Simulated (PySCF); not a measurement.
C2H9NPSi (doublet state).
Geometry (GFN2-xTB, Å), atoms numbered from 1 in this order:
```xyz
14
C2H9NPSi angstrom
C      2.4401   -0.2292    0.0687
N      1.0239   -0.1616    0.2984
C      0.2585    0.8774   -0.1535
Si    -1.5699    0.7873   -0.3299
P     -2.0056   -1.4026   -0.0153
H      2.6855   -0.6065   -0.9324
H      2.8957   -0.8886    0.8080
H      2.8660    0.7685    0.1728
H      0.5443   -1.0549    0.3329
H      0.8049    1.7926   -0.3251
H     -2.0578    1.1246   -1.6801
H     -2.3602    1.5976    0.6182
H     -3.3594   -1.2927   -0.2378
H     -2.1665   -1.3123    1.3529
```

The hyperfine couplings belong to this conformer and change with its torsions.

Identity: `CN[CH][SiH2]P` [radical].

Theory: UKS B3LYP, pcH-1 on C H N P Si, non-relativistic, mean-field spin-orbit, GIAO (PySCF). Isolated species at its GFN2-xTB geometry (one conformer only). A GFN2-xTB geometry isn't a minimum of the functional, and hyperfine couplings can be far from their values at a DFT geometry. The frame is twisted about the N2–C3 bond at this geometry (dihedral H9–N2–C3–Si4 = 13°); couplings at other torsion angles weren't computed. Stability of the SCF solution: not tested.

(1) Match the computed a_iso(13C) values +47.9, +3.9 MHz with the sites C1; C3.

(2) The isotropic 1H couplings, averaged over equivalent nuclei, are +56.1, -41.4, +18.9, -12.7, -0.7 MHz. Assign them to H6/H7/H8; H9; H10; H11/H12; H13/H14.

## Answers

(1) 
| site | a_iso (MHz) | ρ(0) (bohr⁻³) | position | distance from C3 (Å) | spin population | largest \|T\| (MHz) |
| --- | --- | --- | --- | --- | --- | --- |
| C1 | +3.9 | +0.0035 | 2 bonds from C3 | 2.46 | -0.02 | 3.7 |
| C3 | +47.9 | +0.0427 | largest spin population | 0.00 | +0.72 | 110.9 |

(2) 
| site | a_iso (MHz) | ρ(0) (bohr⁻³) | position | distance from C3 (Å) | bound to | spin population there | largest \|T\| (MHz) |
| --- | --- | --- | --- | --- | --- | --- | --- |
| H6/H7/H8 | +18.9 | +0.0042 | γ, 3 bonds from C3 | 2.97 | C1 | -0.02 | 6.5 |
| H9 | -12.7 | -0.0029 | β, 2 bonds from C3, on N2 of spin population +0.24 | 2.01 | N2 | +0.24 | 24.1 |
| H10 | -41.4 | -0.0093 | α, 1 bond from C3 | 1.08 | C3 | +0.72 | 27.0 |
| H11/H12 | +56.1 | +0.0125 | β, 2 bonds from C3 | 2.80 | Si4 | 0.00 | 4.7 |
| H13/H14 | -0.7 | -0.0002 | γ, 3 bonds from C3 | 3.91 | P5 | 0.00 | 2.3 |

ρ(0) is the spin density at the nucleus and T the dipolar tensor; a_iso includes a spin–orbit part; entries for several nuclei are means. The largest Mulliken spin populations are on C3 (+0.72) and N2 (+0.24). The angles at C3 add up to 359.8°, so it is planar; its axial dipolar tensor and the negative coupling of its proton fit spin in a p orbital normal to that plane.

Examples of negative spin density at the nucleus (bohr⁻³): Si4 (-0.0463), H10 (-0.0093) and P5 (-0.0040).

Nuclei that the bonding pattern makes equivalent are averaged, as if the motion that swaps them (rotation, inversion, ring flip) were fast. The three 1H nuclei of mean +18.9 MHz run from 5.6 to 42.8 MHz in the frozen geometry.
